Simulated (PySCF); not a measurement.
All of these have the formula C5H7NO2. Theory: TDDFT PBE0/def2-SVPD, vertical, gas phase, core orbitals frozen in the response (PySCF). Geometries: GFN2-xTB; one conformer of each isolated species. Triplets are in the Tamm–Dancoff approximation.

Question: Rank by computed HOMO–LUMO gap, highest first.
A. `[H]/N=C/CC(=O)OC=C`
B. `C=C(/C=N/C)C(=O)O`
C. `CCC(=O)OCC#N`
D. `COCc1ccno1`
E. `NC(=O)[C@@H]1C=COC1`

Answer: C (8.24 eV), D (6.96 eV), A (6.78 eV), E (6.51 eV), B (5.29 eV).

```tsv
SMILES	gap (eV)	HOMO (eV)	LUMO (eV)	S1 (eV)	f (S1)	first f ≥ 0.01 (nm)	S1 mainly
CCC(=O)OCC#N	8.24	-8.72	-0.48	6.03	0.001	168	H→L (80%)
COCc1ccno1	6.96	-7.68	-0.72	5.89	0.024	210	H-1→L (48%)
[H]/N=C/CC(=O)OC=C	6.78	-7.62	-0.85	5.18	0.009	204	H-1→L (34%)
NC(=O)[C@@H]1C=COC1	6.51	-6.39	0.13	5.34	0.035	232	H→L (77%)
C=C(/C=N/C)C(=O)O	5.29	-7.38	-2.10	3.80	0.001	244	H→L (96%)
```

H and L stand for HOMO and LUMO.

- `CCC(=O)OCC#N`: Löwdin shares by element: HOMO oxygen 71%, carbon 19% or more; LUMO oxygen 32%, carbon 28% or more, nitrogen 8% (atoms not listed hold the other 31%).
- `COCc1ccno1`: Löwdin shares by element: HOMO carbon 38% or more, oxygen 23% or more, nitrogen 18% (atoms not listed hold the other 21%); LUMO carbon 34% or more, nitrogen 20%, oxygen 17% or more (atoms not listed hold the other 29%).
- `[H]/N=C/CC(=O)OC=C`: Löwdin shares by element: HOMO carbon 50% or more, oxygen 15% or more, nitrogen 14% (atoms not listed hold the other 22%); LUMO carbon 33% or more, oxygen 16% or more, nitrogen 9% (atoms not listed hold the other 42%).
- `NC(=O)[C@@H]1C=COC1`: Löwdin shares by element: HOMO carbon 53% or more, oxygen 26% or more (atoms not listed hold the other 21%); LUMO carbon 44% or more, oxygen 14% or more (atoms not listed hold the other 42%).
- `C=C(/C=N/C)C(=O)O`: Löwdin shares by element: HOMO nitrogen 57%, carbon 22% or more, hydrogen 5% or more (atoms not listed hold the other 16%); LUMO carbon 49% or more, nitrogen 11%, oxygen 9% or more (atoms not listed hold the other 31%).
